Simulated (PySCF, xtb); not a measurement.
Si(Br)(Me) (CH₃BrSi), SMILES C[Si]Br (connectivity only; charge and spin as stated), neutral, multiplicity 1.

Coordinates come from a PBE-D3(BJ)/def2-TZVP optimisation.

These are C-PCM-M06-2X/def2-SVP (PySCF) values and carry that method's errors.

The values are the electrostatic part of the solvation free energy, E(continuum) − E(gas) at the gas-phase geometry, in a cavity of scaled van der Waals radii (PySCF's table); cavitation and dispersion terms are not included. In vacuum the orbital gap is 5.83 eV. The dipole moment in vacuum is 2.04 D.

Computed values in water (ε = 78.36), tetrahydrofuran (ε = 7.43), ethanol (ε = 24.85):
| solvent | ε | ΔG(elec) (kcal/mol) | dipole (D) | gap (eV) |
|---|---|---|---|---|
| water | 78.36 | -2.6 | 2.81 | 5.97 |
| tetrahydrofuran | 7.43 | -2.3 | 2.68 | 5.95 |
| ethanol | 24.85 | -2.6 | 2.78 | 5.96 |

For comparison, GFN2-xTB/ALPB(water) (xtb, at the GFN2-xTB geometry, all terms of that model) gives -0.9 kcal/mol.
